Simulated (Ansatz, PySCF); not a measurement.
System: sum formula BOF2 (charge -1, singlet). It need not be the lowest isomer of its formula. Whether it binds its extra electron was not tested at this geometry. 
Structure (B3LYP-D3(BJ)/def2-TZVP (Ansatz, a quantum-chemistry and plane-wave program) minimum search):
```
B
O 1 1.2703
F 1 1.4056 2 126.83
F 1 1.4056 2 126.83 3 180.00
```
Charge -1, spin multiplicity 1.

Total electronic energies in hartree. Cores are frozen in the correlated levels unless marked. Spin-orbit coupling is left out. Non-relativistic. Basis-set limits of correlation are two-point, X^-3; Hartree-Fock from the larger set. The bracket is a focal-point correction in the basis named.

| level | program | energy (Eh) |
|---|---|---|
| RI-HF/aug-cc-pVTZ | Ansatz | -298.74396 |
| RI-HF/cc-pVTZ | Ansatz | -298.73496 |
| PBE/def2-TZVPD | Ansatz | -299.81083 |
| BLYP/def2-TZVPD | Ansatz | -300.08913 |
| BP86-D3(BJ)/def2-TZVPD | PySCF + dftd3 | -300.11079 |
| BP86-D4/def2-TZVPD | PySCF + dftd4 | -300.11136 |
| PBE0/6-31G* | Ansatz | -299.64173 |
| PBE0-D3(BJ)/def2-TZVP | Ansatz + dftd3 | -299.80376 |
| PBE0-D4/def2-TZVP | Ansatz + dftd4 | -299.80432 |
| MN15-D3(BJ)/def2-TZVPD | PySCF + dftd3 | -299.86363 |
| CAM-B3LYP/def2-TZVPD | PySCF | -300.04132 |
| LC-wPBE-D4/def2-TZVPD | Ansatz + dftd4 | -299.94242 |
| LC-wPBE/def2-TZVPD | Ansatz | -299.94020 |
| MP2/aug-cc-pVDZ | Ansatz | -299.35748 |
| CCSD/6-31G | Ansatz | -298.94809 |
| CCSD/cc-pVQZ | Ansatz | -299.67373 |
| CCSD(T)/6-31G | Ansatz | -298.95598 |
| CCSD(T)/6-31G* | Ansatz | -299.22602 |
| CCSD(T)/aug-cc-pVDZ | Ansatz | -299.37918 |
| CCSD(T)/cc-pVDZ | PySCF | -299.28236 |
| CCSD(T)/cc-pwCVTZ | Ansatz | -299.62645 |
| CCSD(T)/cc-pVQZ | Ansatz | -299.70639 |
| RI-MP2/CBS(aug-cc-pVTZ,aug-cc-pVQZ)+[CCSD(T)-MP2]/aug-cc-pVTZ | Ansatz | -299.7696 |

Totals of different functionals don't rank their quality; only differences between species are comparable.
